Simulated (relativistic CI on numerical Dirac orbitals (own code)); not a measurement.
**Forbidden transitions in In21+**

These numbers are calculated, not measured: Dirac-Coulomb-Breit CI, separate exchange-only KLI orbitals for each configuration, model QED, unscaled Slater integrals (own radial code, finite nucleus).

Configurations in the expansion (outside the closed core [Ne]): 3s2.3p6.3d10, 3s2.3p6.3d9.4s, 3s2.3p6.3d9.4p, 3s2.3p6.3d9.4d, 3s2.3p6.3d9.4f, 3s2.3p6.3d8.4s2, 3s2.3p5.3d10.4s, 3s2.3p6.3d8.4s.4p, 3s2.3p5.3d10.4p, 3s2.3p6.3d9.5s, 3s2.3p6.3d8.4p2, 3s2.3p6.3d9.5p, 3s2.3p6.3d8.4s.4d, 3s2.3p6.3d9.5d, 3s2.3p6.3d8.4p.4d, 3s2.3p5.3d10.4d, 3s.3p6.3d10.4s, 3s2.3p6.3d9.5f, 3s2.3p5.3d9.4s2, 3s2.3p6.3d9.5g, 3s2.3p6.3d8.4d2, 3s2.3p6.3d9.6s, 3s.3p6.3d10.4p, 3s2.3p5.3d9.4s.4p, 3s2.3p6.3d9.6p, 3s2.3p5.3d10.4f, 3s2.3p6.3d9.6d, 3s2.3p5.3d9.4p2, 3s2.3p5.3d9.4s.4d, 3s.3p6.3d9.4s2, 3s.3p6.3d10.4d, 3s2.3p5.3d10.5s, 3s2.3p5.3d9.4p.4d, 3s2.3p5.3d10.5p, 3s.3p6.3d9.4s.4p, 3s2.3p4.3d10.4s2. Levels of other configurations are missing.

```csv
λ vac (Å),Lower,Upper,Type,A (s⁻¹),gf,Branching (%)
27.980,3s2.3p6.3d9.4s 3D_2 [3],3s2.3p6.3d8.4s2 1G_4 [210],E2,8.18e+07,8.64e-05,5.4
28.028,3s2.3p6.3d9.4s 3D_3 [2],3s2.3p6.3d8.4s2 3P_1 [209],E2,9.39e+07,3.32e-05,6.0
28.198,3s2.3p6.3d9.4p 3F°_3 [7],3s2.3p6.3d8.4s.4p 3H°_5 [253],E2,8.38e+07,1.10e-04,4.9
28.220,3s2.3p6.3d9.4s 3D_2 [3],3s2.3p6.3d8.4s2 3P_0 [208],E2,1.55e+08,1.85e-05,3.5
28.228,3s2.3p6.3d9.4s 3D_3 [2],3s2.3p6.3d8.4s2 3P_2 [207],E2,9.17e+07,5.47e-05,5.9
28.301,3s2.3p6.3d9.4p 3D°_3 [13],3s2.3p6.3d8.4s.4p 3G°_5 [285],E2,4.65e+07,6.14e-05,5.6
28.332,3s2.3p6.3d9.4p 3F°_4 [10],3s2.3p6.3d8.4s.4p 3H°_6 [273],E2,9.40e+07,1.47e-04,62.6
28.343,3s2.3p6.3d9.4s 1D_2 [5],3s2.3p6.3d8.4s2 1D_2 [211],E2,1.63e+08,9.82e-05,8.4
28.482,3s2.3p6.3d9.4s 1D_2 [5],3s2.3p6.3d8.4s2 1G_4 [210],E2,1.12e+08,1.22e-04,7.4
28.523,3s2.3p6.3d9.4s 3D_3 [2],3s2.3p6.3d8.4s2 3F_3 [203],E2,5.53e+07,4.72e-05,3.3
28.543,3s2.3p6.3d9.4s 3D_1 [4],3s2.3p6.3d8.4s2 3P_1 [209],E2,8.84e+07,3.24e-05,5.6
28.555,3s2.3p6.3d9.4p 1D°_2 [11],3s2.3p6.3d8.4s.4p 1S°_0 [270],E2,1.10e+08,1.34e-05,2.8
28.583,3s2.3p6.3d9.4s 3D_2 [3],3s2.3p6.3d8.4s2 3F_3 [203],E2,4.62e+07,3.96e-05,2.7
28.703,3s2.3p6.3d9.4p 3F°_3 [15],3s2.3p6.3d8.4s.4p 3G°_5 [285],E2,3.94e+07,5.35e-05,4.8
28.740,3s2.3p6.3d9.4s 3D_2 [3],3s2.3p6.3d8.4s2 1D_2 [195],E2,1.60e+08,9.92e-05,14.6
28.750,3s2.3p6.3d9.4s 3D_1 [4],3s2.3p6.3d8.4s2 3P_2 [207],E2,9.88e+07,6.12e-05,6.4
28.905,3s2.3p6.3d9.4p 3F°_4 [10],3s2.3p6.3d8.4s.4p 5G°_5 [248],E2,4.63e+07,6.38e-05,4.7
29.008,3s2.3p6.3d9.4s 3D_3 [2],3s2.3p6.3d8.4s2 3F_4 [193],E2,1.42e+08,1.61e-04,11.8
29.056,3s2.3p6.3d9.4s 3D_1 [4],3s2.3p6.3d8.4s2 3F_3 [203],E2,3.48e+07,3.08e-05,2.1
29.070,3s2.3p6.3d9.4s 3D_2 [3],3s2.3p6.3d8.4s2 3F_4 [193],E2,3.24e+07,3.70e-05,2.7
29.106,3s2.3p6.3d9.4s 1D_2 [5],3s2.3p6.3d8.4s2 3F_3 [203],E2,4.26e+07,3.78e-05,2.5
29.304,3s2.3p6.3d9.4p 3F°_3 [7],3s2.3p6.3d8.4s.4p 3G°_4 [219],E2,1.19e+08,1.38e-04,6.1
29.367,3s2.3p6.3d9.4p 3F°_4 [10],3s2.3p6.3d8.4s.4p 5F°_5 [230],E2,4.54e+07,6.46e-05,67.5
29.475,3s2.3p6.3d10 1S_0 [1],3s2.3p6.3d9.4s 1D_2 [5],E2,8.93e+07,5.81e-05,100.0
29.487,3s2.3p6.3d9.4p 3F°_4 [10],3s2.3p6.3d8.4s.4p 5G°_6 [229],E2,3.36e+06,5.70e-06,93.3
29.553,3s2.3p6.3d9.4p 3D°_3 [13],3s2.3p6.3d8.4s.4p 5F°_5 [230],E2,1.84e+06,2.65e-06,2.7
30.032,3s2.3p6.3d10 1S_0 [1],3s2.3p6.3d9.4s 3D_2 [3],E2,8.61e+07,5.82e-05,100.0
1753.3,3s2.3p6.3d9.4s 3D_2 [3],3s2.3p6.3d9.4s 3D_1 [4],M1,3.77e+03,5.21e-06,99.6
```

Terms are leading LS components. Brackets give the number of a level in order of energy, since labels repeat. The list gives strong lines, with weight on those to low levels, among the lowest 400 of 2327 levels, so that lines to higher ones, which can be the strongest, are missing. Levels whose partners in the same complex of configurations lie outside the list can be far off, and so can their lines. Rates are taken at the computed energies, electric ones in the length gauge.

At this charge energies of transitions that change n are usually good to better than 1 %, and those within a shell (Δn = 0) to a few per cent.

LS names give the leading component of a level, which can be under half, so a name can repeat, a term be missing and a line seem to break the LS rules.
